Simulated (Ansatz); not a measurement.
Input file for Ansatz (a quantum-chemistry and plane-wave program): R-RI-MP2/cc-pV(Q+d)Z on CH4SSi (SMILES C[Si]S), a point of a torsion scan. Files ending in .json are basis or fitting sets from the Basis Set Exchange.

Ansatz 0.2 input:
```yaml
crystal:
  periodic: [false, false, false]
  atoms:
    - {symbol: C, position_ang: [-0.99242757, -0.06975196, -0.06931515]}
    - {symbol: Si, position_ang: [0.13956128, 1.47828588, 0.02127102]}
    - {symbol: S, position_ang: [-0.16930442, 2.29071785, -1.99587161]}
    - {symbol: H, position_ang: [-0.48571461, -0.88032663, -0.59408839]}
    - {symbol: H, position_ang: [-1.94030035, 0.11651831, -0.57570750]}
    - {symbol: H, position_ang: [-1.22038609, -0.43486071, 0.93044582]}
    - {symbol: H, position_ang: [-0.98965278, 1.37317632, -2.49261685]}
basis:
  gaussian:
    orbitals: cc-pV_Q+d_Z.json
    fitting: {mean_field: def2-universal-JKFIT, correlation: cc-pVQZ-RIFIT.json}
magnetization: {spin_polarized: false}
correlation: {method: mp2, electrons: outside_noble_gas}
scf: {lower_state_search: off}
```

The head of its log:

```
WARN ansatz: RAYON_NUM_THREADS=1 ignored (pool sized by the plan → 1); use --threads N
Functional definition: HF
these checks for a lower state are left out or cut short: stability, starts, cluster_reference, orbital_swaps, neighbouring_geometries, increment
integrals: 0.34 GiB planned
403 factors; integrals over basis functions are off by at most 5.4e0 eV
mean field: 0.54 GiB planned
mean field evaluation 1: about -19772.2558 eV, gradient 2.9e1 eV
mean field evaluation 2: about -19774.2928 eV, gradient 1.3e1 eV
mean field evaluation 4: about -19774.7652 eV, gradient 7.2e-1 eV
mean field -19774.76873721 eV, -726.7093472727 hartree, gradient 1.3e-6 eV, S^2 0.000000; 0 other end points of the search recorded, 0 dependent functions left out
11 core orbitals not correlated
668 factors; their error is unknown
reference -19774.76873721 eV, -726.7093472727 hartree; 9, 9 occupied and 283, 283 virtual orbitals, 668 factors
```

Q: Predict the final total energy.

A: -727.2025 hartree.
